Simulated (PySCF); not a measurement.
SMILES O[CH2][GeH3] (CH₆GeO) (PBE0/def2-SVP optimised geometry):

```
9

O      1.616    -0.840     0.000
C      0.212    -0.840     0.000
Ge    -0.383     1.034     0.000
H      1.925    -1.752     0.002
H     -0.219    -1.341    -0.890
H     -0.219    -1.341     0.890
H      0.140     1.748     1.259
H     -1.925     1.079    -0.007
H      0.152     1.752    -1.252
```

Calculation: PBE0/def2-TZVP run with PySCF 2.14.0.

Question: What are the frontier orbital energies and the dipole moment?

Answer: HOMO-2 -9.31 eV, HOMO-1 -8.33 eV, HOMO -8.12 eV, LUMO 0.69 eV, LUMO+1 1.22 eV; dipole moment 1.94 D.

On the same geometry PBE/def2-TZVP (PySCF) gives HOMO-2 -7.98 eV, HOMO-1 -7.01 eV, HOMO -6.43 eV, LUMO -0.18 eV, LUMO+1 0.37 eV; dipole moment 1.91 D.

Meta-Löwdin charges at PBE0/def2-TZVP: O1 -0.53, C2 -0.19, Ge3 0.36, H4 0.34, H5 0.10, H6 0.10, H7 -0.06, H8 -0.07, H9 -0.06.
